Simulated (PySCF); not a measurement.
Species: C₂H₉FGa₂O₂.
Z-matrix (Å and degrees, PBE0-D3(BJ)/def2-SVP geometry), rows numbered from 1:
```
C 
O   1  1.4024
Ga  2  1.9360  1  128.11
O   3  1.9647  2   77.95  1   176.38
C   4  1.3706  3  133.88  2   179.80
F   5  1.3672  4  107.91  3  -178.44
Ga  2  1.9622  1  128.58  3   177.31
H   1  1.1040  2  111.36  3    75.88
H   1  1.1022  2  110.37  3  -164.13
H   1  1.1035  2  110.89  3   -45.11
H   3  1.5671  2  110.11  1    69.51
H   3  1.5667  2  111.13  1   -77.54
H   5  1.1062  4  111.32  3    63.50
H   5  1.1061  4  111.39  3   -60.31
H   7  1.5642  2  108.29  1   -68.37
H   7  1.5641  2  109.12  1    76.63
```

Linear response at wB97X-D/def2-SVPD (PySCF, frozen core in the response, non-relativistic). Geometry: PBE0-D3(BJ)/def2-SVP, one conformer, isolated molecule. Relativistic effects, spin–orbit coupling among them, are left out although an element past zinc is present.

Static isotropic polarisability: 90.44 au (13.40 Å³), principal values 85.4, 91.4, 94.5 au.

Q: What is the polarisability at 1064 nm and at the sodium D line?

A: 91.29 au at 1064 nm (+0.9 %), 93.31 au at 589.3 nm (+3.2 %). The rise at 589.3 nm is 3.36 times that at 1064 nm; a pure ω² law gives 3.26. The lowest singlet lies at 197 nm, shorter than both wavelengths.

Q: What is the isotropic C6 coefficient between two such molecules, C6 = (3/π)∫α(iω)² dω?

A: 3146 au (Eh·bohr⁶) by a ten-point quadrature over imaginary frequencies, which is 1880 eV·Å⁶ or 181 J·nm⁶/mol.

Q: Which effective excitation energy ω̄ makes London's formula C6 = (3/4)α²ω̄ exact here?

A: ω̄ = 4·C6/(3α²) = 0.513 Eh = 14.0 eV. A one-pole form α(ω) = α/(1 − ω²/ω̄²) fitted to the 1064 nm value gives 12.1 eV.

Q: The lowest 6 singlets have (eV, f): 6.30, 0.000; 6.85, 0.001; 7.18, 0.010; 7.52, 0.116; 7.59, 0.230; 7.70, 0.004. What share of the static polarisability do they carry in the sum over states α = Σ f/ω²?

A: 4.69 au, 5.2 % of α; the largest term, 2.95 au, is that of the state at 7.59 eV. Their oscillator strengths add up to 0.36. Higher states carry the rest.

Q: How anisotropic is the static polarisability, by Δα² = ½[(α1 − α2)² + (α2 − α3)² + (α3 − α1)²]?

A: Δα = 8.1 au, or 0.09 of the isotropic value.

Q: What three-body coefficient follows from the one-pole estimate C9 = (3/4)·α·C6?

A: 213000 au. This is an estimate from the two numbers above, not a computed integral.

The pairwise dispersion term of wB97X-D wasn't added to the energies; at a given geometry it leaves orbitals and properties as they are.
